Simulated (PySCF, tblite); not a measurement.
Compound: C4H9FOSi.
Z-matrix (Å and degrees, GFN2-xTB geometry), rows numbered from 1:
```
C 
O   1  1.3989
Si  2  1.6157  1  129.17
C   3  1.9143  2  120.67  1   -92.50
C   4  1.5417  3   90.47  2  -117.13
C   5  1.5357  4   99.93  3    14.56
F   6  1.3858  3  117.35  2  -114.63
H   1  1.0915  2  110.42  3    69.17
H   1  1.0913  2  110.69  3   -51.36
H   1  1.0899  2  107.87  3  -171.20
H   3  1.4606  2  113.45  1    49.46
H   4  1.0867  3  119.68  2   125.55
H   4  1.0892  3  114.04  2    -3.63
H   5  1.0885  4  110.83  3   -99.81
H   5  1.0888  4  114.36  3   137.00
H   6  1.0923  3  117.48  2    12.83
```

Computed, not measured: PBE0/pcSseg-1 in PySCF (dipole) on a GFN2-xTB geometry, gas phase.

Masses are those of the commonest isotopes; rigid-rotor values at the optimised geometry. The values belong to one conformer with, in the numbering `[CH3:1][O:2][Si@@H:3]1[CH2:4][CH2:5][C@H:6]1[F:7]`, C1–O2–Si3–C4 -93°, O2–Si3–C4–C5 -117°, Si3–C4–C5–C6 15°, C4–C5–C6–F7 -135°, O2–Si3–C6–C5 130°.

Q: Give the principal moments of inertia and the rotational constants in MHz.

A: Ia = 128.87, Ib = 367.88, Ic = 450.48 u·Å²; 505379 MHz·u·Å²/I gives A = 3922, B = 1374, C = 1122 MHz.

Q: What kind of rotor is it?

A: An asymmetric top. Ray's parameter κ = (2B − A − C)/(A − C) = -0.820; −1 is the prolate and +1 the oblate limit.

Q: What does the inertial defect say?

A: Not planar: Δ = Ic − Ia − Ib = -46.28 u·Å². For a rigid frame Δ = −2 Σ m c², so Σ m c² = 23.14 u·Å² lies off the ab plane: 10.46 from hydrogen and 12.68 from heavier atoms. The atom farthest from that plane is 1.88 Å away.

Q: Give the other two planar moments, Paa and Pbb, and the rms extents of the mass along the axes.

A: Paa = Σ m a² = (Ib + Ic − Ia)/2 = 344.74 and Pbb = Σ m b² = (Ia + Ic − Ib)/2 = 105.73 u·Å². With the mass M = 120.04 u, the rms extents √(P/M) along a, b and c are 1.69, 0.94, 0.44 Å.

Q: Give the coordinates in the principal-axis frame, origin at the centre of mass.

A: The sense of each axis is arbitrary; atoms in the order of the calculation.
| atom | mass (u) | a (Å) | b (Å) | c (Å) |
| --- | --- | --- | --- | --- |
| C1 | 12.000 | 3.050 | 0.238 | -0.110 |
| O2 | 15.995 | 1.691 | 0.421 | -0.387 |
| Si3 | 27.977 | 0.403 | -0.061 | 0.462 |
| C4 | 12.000 | -0.440 | -1.739 | 0.089 |
| C5 | 12.000 | -1.740 | -1.012 | -0.308 |
| C6 | 12.000 | -1.208 | 0.421 | -0.454 |
| F7 | 18.998 | -2.033 | 1.352 | 0.156 |
| H8 | 1.008 | 3.322 | -0.814 | -0.216 |
| H9 | 1.008 | 3.284 | 0.561 | 0.905 |
| H10 | 1.008 | 3.620 | 0.834 | -0.823 |
| H11 | 1.008 | 0.479 | 0.284 | 1.879 |
| H12 | 1.008 | -0.579 | -2.460 | 0.890 |
| H13 | 1.008 | -0.012 | -2.272 | -0.759 |
| H14 | 1.008 | -2.460 | -1.033 | 0.508 |
| H15 | 1.008 | -2.218 | -1.405 | -1.203 |
| H16 | 1.008 | -1.119 | 0.747 | -1.493 |

Q: Predict some low-J microwave lines.

A: The dipole components are |μa| = 2.50 D, |μb| = 1.77 D, |μc| = 0.03 D. Intensities carry the squares of the components, which stand as 1.00 : 0.50 : 0.00 (a : b : c). Some lines, for components of 0.1 D or more:

| type | branch | J(Ka,Kc) | MHz | lower level (cm⁻¹) |
| --- | --- | --- | --- | --- |
| a | Q | 2(1,1) ← 2(1,2) | 756 | 0.326 |
| a | Q | 3(1,2) ← 3(1,3) | 1511 | 0.563 |
| b | R | 2(0,2) ← 1(1,1) | 2426 | 0.168 |
| a | R | 1(0,1) ← 0(0,0) | 2496 | 0.000 |
| b | Q | 3(1,2) ← 3(0,3) | 3506 | 0.497 |
| b | R | 1(1,1) ← 0(0,0) | 5043 | 0.000 |
| b | R | 3(0,3) ← 2(1,2) | 5103 | 0.326 |
| a | R | 2(1,1) ← 1(1,0) | 5243 | 0.177 |
| b | R | 2(1,2) ← 1(0,1) | 7287 | 0.083 |
| b | Q | 3(2,1) ← 3(1,2) | 7365 | 0.613 |
| a | R | 3(0,3) ← 2(0,2) | 7416 | 0.249 |
| a | R | 3(2,2) ← 2(2,1) | 7487 | 0.606 |
| a | R | 3(1,2) ← 2(1,1) | 7853 | 0.352 |
| b | Q | 3(2,2) ← 3(1,3) | 8788 | 0.563 |
| b | R | 3(1,3) ← 2(0,2) | 9412 | 0.249 |
| b | R | 2(2,0) ← 1(1,1) | 13156 | 0.168 |
| b | Q | 3(3,1) ← 3(2,2) | 13380 | 0.856 |
| b | R | 3(2,2) ← 2(1,1) | 15130 | 0.352 |

Its GFN2-xTB frequencies are all real (lowest 66 cm⁻¹). Zero-point vibration and centrifugal distortion are left out. A rigid rotor knows nothing of internal rotation, which can split or shift real lines.

Hardware: one thread of an Intel Xeon at 2.50 GHz (shared host). Cost: 64 s wall, 0.77 GiB resident at most. This is the PBE0/pcSseg-1 job that gave the dipole, with the shieldings it also computed.
